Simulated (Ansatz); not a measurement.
A geometry relaxed with B3LYP-D3(BJ)/def2-TZVP in Ansatz (a first-principles code), charge 0, multiplicity 1:

```xyz
6

In     0.7501     0.0381    -0.0560
Cl     1.8490     2.0776    -0.3096
Cl     2.0734    -1.8795    -0.0033
N     -1.2291    -0.0443     0.3280
H     -1.6752    -0.9194     0.0840
H     -1.7683     0.7275    -0.0430
```

Problem. Write the SMILES of this molecule.

Solution. `[NH2][In]([Cl])[Cl]`
